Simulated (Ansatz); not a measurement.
The inner images of a band of Cl3HOSn + FH (8 atoms, charge 0, multiplicity 1) are given out of order.

The calculation used Ansatz 0.2.0, RKS PBE0/def2-SVP.

First end point:

```xyz
8
Properties=species:S:1:pos:R:3
Sn -0.008 -0.127 -0.015
O -0.090 -0.210 1.975
H -0.637 0.467 2.390
Cl 2.086 0.364 -0.867
Cl -1.312 1.781 -0.385
Cl -1.110 -1.854 -1.091
F 1.205 -1.998 1.147
H 0.831 -1.548 1.901
```

Last end point:

```xyz
8
Properties=species:S:1:pos:R:3
Sn 0.440 -0.145 -0.093
O -0.567 -0.444 2.043
H -1.212 -1.163 1.970
Cl 1.743 -0.115 -2.027
Cl -0.219 2.064 0.152
Cl -1.214 -1.713 -0.643
F 1.794 -0.796 1.143
H 0.201 -0.813 2.510
```

Q: Put them in order from the first end to the last, with their energies above the first end.
A.
```xyz
8
Properties=species:S:1:pos:R:3
Sn 0.047 -0.132 -0.020
O 0.037 -0.106 1.997
H -0.776 0.200 2.417
Cl 2.116 0.321 -0.947
Cl -1.258 1.770 -0.389
Cl -1.151 -1.842 -1.029
F 1.175 -1.928 1.150
H 0.776 -1.408 1.875
```
B.
```xyz
8
Properties=species:S:1:pos:R:3
Sn 0.281 -0.391 -0.156
O -0.006 -0.093 2.102
H -0.876 0.041 2.500
Cl 2.117 0.327 -1.389
Cl -1.030 1.565 -0.196
Cl -1.204 -1.921 -1.087
F 1.290 -1.722 0.886
H 0.392 -0.932 2.395
```
C.
```xyz
8
Properties=species:S:1:pos:R:3
Sn 0.395 -0.313 -0.156
O -0.218 -0.269 2.093
H -1.115 -0.171 2.435
Cl 2.005 0.233 -1.751
Cl -0.763 1.724 -0.062
Cl -1.151 -1.878 -0.910
F 1.596 -1.410 0.921
H 0.216 -1.041 2.485
```
D.
```xyz
8
Properties=species:S:1:pos:R:3
Sn 0.448 -0.221 -0.135
O -0.384 -0.358 2.080
H -1.298 -0.612 2.260
Cl 1.854 0.055 -1.976
Cl -0.499 1.899 0.029
Cl -1.130 -1.834 -0.717
F 1.772 -1.033 1.035
H 0.202 -1.020 2.478
```
E.
```xyz
8
Properties=species:S:1:pos:R:3
Sn 0.119 -0.232 -0.057
O 0.098 -0.084 2.031
H -0.742 0.055 2.487
Cl 2.150 0.316 -1.016
Cl -1.203 1.682 -0.346
Cl -1.186 -1.871 -1.055
F 1.090 -1.830 1.103
H 0.640 -1.160 1.910
```

A: A (+0.029 eV), E (+0.145 eV), B (-0.199 eV), C (-0.266 eV), D (-0.366 eV).

Time of the run: 99 s on 4 threads of AMD EPYC 9R45 (Zen 5) (shared host), peak memory 0.36 GiB.
